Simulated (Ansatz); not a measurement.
Ansatz results at the PBE0-D4/def2-TZVP geometry: HOMO energy (B3LYP/def2-TZVPP) -6.99 eV; LUMO energy (B3LYP/def2-TZVPP) 0.07 eV; HOMO energy (PBE0/def2-TZVPP) -7.19 eV.

Each molecule was computed in one conformer, which needn't be the lowest.

Problem. Which molecule gave them?
A. `N[Si@H](F)O[Si@@H](N)O`
B. `C=C[SiH](Cl)N[SiH2]Cl`
C. `CO[SiH2][SiH2]O`
D. `N[SiH](F)[Si](N)(O)O`

Solution. D. The others give `N[Si@H](F)O[Si@@H](N)O`: -7.42, 0.56, -7.66; `CO[SiH2][SiH2]O`: -7.48, -0.89, -7.68; `C=C[SiH](Cl)N[SiH2]Cl`: -7.93, -1.19, -8.18.

B3LYP here is the variant with VWN-RPA as its local correlation; programs differ in this.
